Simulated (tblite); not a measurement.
A geometry optimisation, step by step.

Species: C5H12FNSi2.
Numbering: `[CH3:1][C@H:2]([C:3]#[N:4])[CH2:5][SiH2:6][SiH2:7][CH2:8][F:9]` (hydrogens: H10, H11, H12 on C1; H13 on C2; H14, H15 on C5; H16, H17 on Si6; H18, H19 on Si7; H20, H21 on C8)

Computed with GFN2-xTB (tblite), gas phase: L-BFGS steps from a force-field or distance-geometry start until the largest atomic force falls under 0.01 eV/Å. 9 of its 209 geometries are shown.

Step 0: E = -757.9678 eV, largest atomic force 3.343 eV/Å
```
atom  x, y, z in Å  |  force x, y, z in eV/Å
C1     -2.701    0.880   -0.293   -1.126   0.650  -0.073
C2     -2.036   -0.464   -0.227   -0.105  -1.107   0.350
C3     -2.973   -1.439    0.331   -1.947  -1.792   0.781
N4     -3.763   -2.196    0.749    2.320   2.142  -1.098
C5     -0.786   -0.381    0.646   -0.491  -0.513  -0.059
Si6     0.448    0.830   -0.028    0.807   1.409  -0.057
Si7     2.313   -0.324   -0.547   -0.691  -0.941  -0.548
C8      3.820    0.467    0.238   -0.358  -0.115   0.264
F9      3.726    1.834    0.046    0.465  -0.125  -0.093
H10    -3.337    1.000    0.618    0.522   0.241  -0.725
H11    -1.906    1.646   -0.329   -0.929  -0.163   0.016
H12    -3.364    0.940   -1.192    0.516   0.163   0.766
H13    -1.763   -0.829   -1.224    0.053   0.037  -0.045
H14    -1.072   -0.060    1.639   -0.149  -0.274   0.337
H15    -0.296   -1.352    0.677   -0.239  -0.185   0.349
H16    -0.054    1.554   -1.202    0.059   0.042  -0.021
H17     0.757    1.818    1.024   -0.244   0.065  -0.098
H18     2.127   -1.699   -0.044    0.372   0.002  -0.043
H19     2.398   -0.409   -1.995    0.337  -0.081  -0.258
H20     4.724    0.048   -0.207    0.234   0.518   0.395
H21     3.731    0.309    1.321    0.596   0.026  -0.142
```

Step 26: E = -758.5068 eV, largest atomic force 0.149 eV/Å
```
atom  x, y, z in Å  |  force x, y, z in eV/Å
C1     -2.910    0.910   -0.279    0.046  -0.038   0.015
C2     -2.102   -0.396   -0.237   -0.120   0.055  -0.029
C3     -2.962   -1.447    0.264    0.046  -0.010  -0.012
N4     -3.618   -2.265    0.719    0.002   0.010  -0.045
C5     -0.864   -0.328    0.672   -0.146  -0.016  -0.027
Si6     0.520    0.816   -0.001   -0.033  -0.054   0.004
Si7     2.383   -0.434   -0.579    0.021  -0.040  -0.016
C8      3.892    0.420    0.238    0.023   0.017   0.002
F9      3.825    1.782    0.003    0.015   0.023  -0.047
H10    -3.451    1.062    0.655    0.084  -0.026  -0.012
H11    -2.246    1.758   -0.435   -0.033  -0.050  -0.010
H12    -3.638    0.879   -1.090    0.043  -0.009   0.061
H13    -1.789   -0.664   -1.256   -0.017   0.004   0.073
H14    -1.182   -0.006    1.665   -0.028   0.036  -0.008
H15    -0.486   -1.346    0.795    0.036   0.006  -0.010
H16     0.002    1.513   -1.190    0.006   0.035   0.010
H17     0.731    1.824    1.043    0.040   0.067  -0.020
H18     2.446   -1.831   -0.121   -0.010   0.024   0.017
H19     2.673   -0.465   -2.019   -0.014   0.002   0.001
H20     4.845    0.081   -0.171    0.032   0.026   0.026
H21     3.920    0.311    1.324    0.009  -0.063   0.027
```

Step 52: E = -758.5255 eV, largest atomic force 0.050 eV/Å
```
atom  x, y, z in Å  |  force x, y, z in eV/Å
C1     -2.930    0.901   -0.243    0.001   0.005  -0.001
C2     -2.113   -0.392   -0.248    0.000  -0.002  -0.007
C3     -2.957   -1.479    0.196    0.017  -0.004  -0.005
N4     -3.615   -2.335    0.573    0.009  -0.002   0.003
C5     -0.890   -0.299    0.673   -0.007  -0.015   0.005
Si6     0.515    0.815   -0.015    0.038  -0.032  -0.003
Si7     2.393   -0.438   -0.563    0.022  -0.013   0.003
C8      3.918    0.415    0.239   -0.016   0.000  -0.006
F9      3.869    1.776   -0.005    0.002  -0.009  -0.018
H10    -3.324    1.088    0.753   -0.019   0.010  -0.003
H11    -2.299    1.739   -0.528   -0.001   0.011  -0.013
H12    -3.763    0.833   -0.940   -0.013   0.002   0.012
H13    -1.790   -0.624   -1.271    0.004   0.007  -0.009
H14    -1.227    0.070    1.643    0.009  -0.009   0.015
H15    -0.508   -1.308    0.848    0.007  -0.015  -0.011
H16     0.007    1.516   -1.205   -0.012   0.004  -0.013
H17     0.752    1.848    1.000    0.011   0.038   0.015
H18     2.460   -1.820   -0.063   -0.024   0.016  -0.001
H19     2.677   -0.503   -2.005   -0.015   0.005   0.038
H20     4.869    0.062   -0.168   -0.012   0.018   0.017
H21     3.947    0.305    1.327   -0.001  -0.016  -0.015
```

Step 78: E = -758.5288 eV, largest atomic force 0.030 eV/Å
```
atom  x, y, z in Å  |  force x, y, z in eV/Å
C1     -2.934    0.908   -0.230    0.003  -0.004   0.002
C2     -2.107   -0.378   -0.255    0.008  -0.005   0.000
C3     -2.931   -1.486    0.172    0.000   0.002   0.006
N4     -3.565   -2.365    0.538   -0.001   0.004  -0.002
C5     -0.880   -0.299    0.664    0.000   0.000  -0.003
Si6     0.515    0.835   -0.014    0.015  -0.026  -0.001
Si7     2.381   -0.445   -0.538   -0.019  -0.011  -0.018
C8      3.912    0.409    0.241    0.004   0.004   0.001
F9      3.866    1.765   -0.029    0.001   0.012  -0.004
H10    -3.284    1.111    0.780   -0.006  -0.003   0.003
H11    -2.327    1.746   -0.561    0.001   0.002   0.004
H12    -3.800    0.821   -0.885   -0.001  -0.002   0.002
H13    -1.783   -0.588   -1.282   -0.005   0.005  -0.006
H14    -1.211    0.040    1.647    0.003   0.001  -0.005
H15    -0.489   -1.310    0.806   -0.009   0.004  -0.005
H16     0.004    1.518   -1.214   -0.001   0.003  -0.006
H17     0.745    1.884    0.987   -0.005   0.009   0.009
H18     2.419   -1.820   -0.016   -0.004   0.014   0.007
H19     2.654   -0.539   -1.978    0.001  -0.001   0.005
H20     4.861    0.048   -0.162    0.014  -0.006  -0.001
H21     3.945    0.317    1.329    0.001   0.000   0.011
```

Step 104: E = -758.5301 eV, largest atomic force 0.097 eV/Å
```
atom  x, y, z in Å  |  force x, y, z in eV/Å
C1     -2.950    0.911   -0.199    0.005   0.013  -0.005
C2     -2.116   -0.369   -0.269   -0.005   0.018  -0.003
C3     -2.931   -1.486    0.151   -0.056  -0.073   0.031
N4     -3.563   -2.368    0.516    0.052   0.062  -0.033
C5     -0.873   -0.307    0.629    0.000  -0.009   0.004
Si6     0.517    0.840   -0.034    0.002  -0.003  -0.007
Si7     2.388   -0.447   -0.516   -0.007   0.001   0.004
C8      3.925    0.417    0.242    0.000   0.002  -0.004
F9      3.901    1.763   -0.083    0.002   0.004   0.000
H10    -3.300    1.078    0.818    0.010  -0.008  -0.015
H11    -2.347    1.763   -0.502    0.005   0.002   0.004
H12    -3.816    0.842   -0.855    0.006  -0.002   0.010
H13    -1.809   -0.555   -1.306   -0.015   0.008   0.004
H14    -1.188    0.004    1.627   -0.003   0.002   0.003
H15    -0.480   -1.321    0.737    0.004  -0.015   0.012
H16     0.008    1.520   -1.238    0.004  -0.004  -0.006
H17     0.727    1.894    0.967   -0.007   0.000  -0.001
H18     2.405   -1.797    0.068    0.006  -0.007  -0.002
H19     2.674   -0.603   -1.948   -0.006   0.001   0.002
H20     4.871    0.027   -0.141    0.004   0.003   0.008
H21     3.949    0.368    1.333    0.000   0.004  -0.006
```

Step 130: E = -758.5369 eV, largest atomic force 0.047 eV/Å
```
atom  x, y, z in Å  |  force x, y, z in eV/Å
C1     -2.958    0.968    0.001    0.001  -0.014  -0.002
C2     -2.179   -0.311   -0.307   -0.013   0.005  -0.001
C3     -2.992   -1.467   -0.004   -0.003  -0.015   0.007
N4     -3.605   -2.397    0.256   -0.010   0.022   0.005
C5     -0.877   -0.402    0.501    0.002  -0.016  -0.007
Si6     0.500    0.776   -0.128    0.007   0.001  -0.015
Si7     2.440   -0.479   -0.359    0.008  -0.032  -0.002
C8      3.973    0.507    0.235   -0.005   0.015   0.019
F9      4.025    1.725   -0.420    0.005  -0.020   0.017
H10    -3.276    0.976    1.042    0.011   0.006  -0.003
H11    -2.324    1.832   -0.177    0.012   0.021  -0.009
H12    -3.841    1.043   -0.630   -0.009  -0.003   0.007
H13    -1.950   -0.351   -1.380    0.005   0.003   0.016
H14    -1.109   -0.213    1.550    0.012   0.000  -0.019
H15    -0.513   -1.431    0.450   -0.008  -0.021  -0.004
H16     0.047    1.305   -1.427    0.007   0.012  -0.003
H17     0.553    1.938    0.773    0.013  -0.028   0.003
H18     2.491   -1.711    0.444   -0.012  -0.001   0.007
H19     2.729   -0.871   -1.745   -0.007   0.008   0.004
H20     4.917   -0.002    0.023   -0.022   0.038  -0.018
H21     3.942    0.735    1.303    0.007   0.020  -0.003
```

Step 156: E = -758.5697 eV, largest atomic force 0.083 eV/Å
```
atom  x, y, z in Å  |  force x, y, z in eV/Å
C1     -2.822    1.020    0.312    0.016  -0.019  -0.007
C2     -2.275   -0.232   -0.375    0.011   0.022   0.028
C3     -3.168   -1.348   -0.167   -0.017   0.060  -0.040
N4     -3.850   -2.250    0.002   -0.022  -0.029   0.035
C5     -0.886   -0.621    0.146    0.018  -0.006   0.006
Si6     0.509    0.600   -0.328    0.042   0.021   0.002
Si7     2.504   -0.558   -0.074    0.035  -0.007   0.075
C8      3.915    0.713    0.215    0.000   0.026  -0.028
F9      3.919    1.603   -0.848    0.003   0.024   0.059
H10    -2.911    0.856    1.383   -0.015  -0.011   0.022
H11    -2.142    1.851    0.145   -0.017   0.024  -0.020
H12    -3.802    1.281   -0.083    0.009  -0.015   0.012
H13    -2.224   -0.051   -1.456    0.017  -0.027  -0.018
H14    -0.933   -0.716    1.233   -0.029  -0.017   0.002
H15    -0.638   -1.617   -0.232   -0.002   0.044  -0.024
H16     0.213    1.096   -1.682    0.023  -0.036   0.011
H17     0.415    1.782    0.550   -0.011  -0.028  -0.011
H18     2.547   -1.443    1.100    0.017   0.013   0.029
H19     2.924   -1.383   -1.211   -0.002   0.017  -0.052
H20     4.916    0.277    0.248   -0.056  -0.040  -0.014
H21     3.779    1.314    1.121   -0.020  -0.016  -0.065
```

Step 182: E = -758.5804 eV, largest atomic force 0.035 eV/Å
```
atom  x, y, z in Å  |  force x, y, z in eV/Å
C1     -2.774    1.029    0.359   -0.002   0.014   0.004
C2     -2.283   -0.209   -0.392   -0.005  -0.001   0.010
C3     -3.224   -1.288   -0.191    0.017   0.017  -0.005
N4     -3.949   -2.155   -0.010   -0.020  -0.028   0.005
C5     -0.900   -0.677    0.077   -0.007   0.001   0.000
Si6     0.525    0.529   -0.334   -0.010  -0.005   0.001
Si7     2.529   -0.583    0.008    0.015   0.010   0.001
C8      3.881    0.766    0.198    0.002   0.004   0.000
F9      3.836    1.613   -0.896   -0.008  -0.002   0.001
H10    -2.760    0.849    1.432   -0.007  -0.005   0.005
H11    -2.132    1.878    0.140    0.002  -0.004  -0.016
H12    -3.793    1.275    0.065    0.007   0.007   0.000
H13    -2.252    0.004   -1.467    0.003   0.003  -0.002
H14    -0.940   -0.860    1.153    0.002  -0.006  -0.006
H15    -0.689   -1.643   -0.389    0.004  -0.007  -0.002
H16     0.311    0.982   -1.716   -0.004   0.003  -0.018
H17     0.380    1.726    0.511    0.002   0.004   0.012
H18     2.638   -1.384    1.236   -0.004  -0.001   0.009
H19     2.963   -1.445   -1.098   -0.003   0.002  -0.001
H20     4.896    0.365    0.235    0.007  -0.003  -0.008
H21     3.729    1.397    1.076    0.009  -0.003   0.008
```

Step 208: E = -758.5826 eV, largest atomic force 0.009 eV/Å
```
atom  x, y, z in Å  |  force x, y, z in eV/Å
C1     -2.772    1.036    0.318    0.000   0.007  -0.002
C2     -2.287   -0.227   -0.396    0.004   0.008  -0.002
C3     -3.226   -1.301   -0.157    0.001   0.001  -0.004
N4     -3.949   -2.162    0.054    0.000  -0.005   0.003
C5     -0.900   -0.681    0.074   -0.001   0.001   0.003
Si6     0.515    0.547   -0.307   -0.004   0.002   0.006
Si7     2.522   -0.568    0.015    0.006   0.000  -0.006
C8      3.899    0.757    0.199    0.000  -0.002   0.000
F9      3.779    1.686   -0.819   -0.005   0.005  -0.003
H10    -2.746    0.894    1.396   -0.001   0.000  -0.002
H11    -2.134    1.876    0.058    0.000  -0.003   0.002
H12    -3.794    1.270    0.026    0.001  -0.001   0.002
H13    -2.264   -0.046   -1.477    0.003   0.001  -0.008
H14    -0.943   -0.878    1.148    0.002  -0.004   0.002
H15    -0.673   -1.639   -0.402   -0.004  -0.002   0.005
H16     0.305    1.025   -1.682   -0.006   0.003  -0.004
H17     0.359    1.723    0.566    0.003  -0.003   0.001
H18     2.634   -1.381    1.234    0.003  -0.006   0.005
H19     2.930   -1.425   -1.105    0.000  -0.005   0.001
H20     4.908    0.346    0.122    0.000   0.001   0.000
H21     3.828    1.319    1.134   -0.001   0.002   0.001
```

Problem. Summarise the path.

Solution. The energy falls by 59.31 kJ/mol from step 0 to step 208; nine tenths of that is first reached at step 43. It rises by more than 0.2 meV at steps 1, 135, 138, 141, 144 and 147. The largest force goes from 3.343 to 0.009 eV/Å. Among the bonds Si6–Si7 changes most, from 2.253 to 2.318 Å; the atoms move by 0.871 Å rms after alignment.

What follows is the cost of the whole relaxation. On Arm Neoverse V1, one thread, shared host with 32 logical CPUs at a one-minute load of 16, this took 2.1 s.
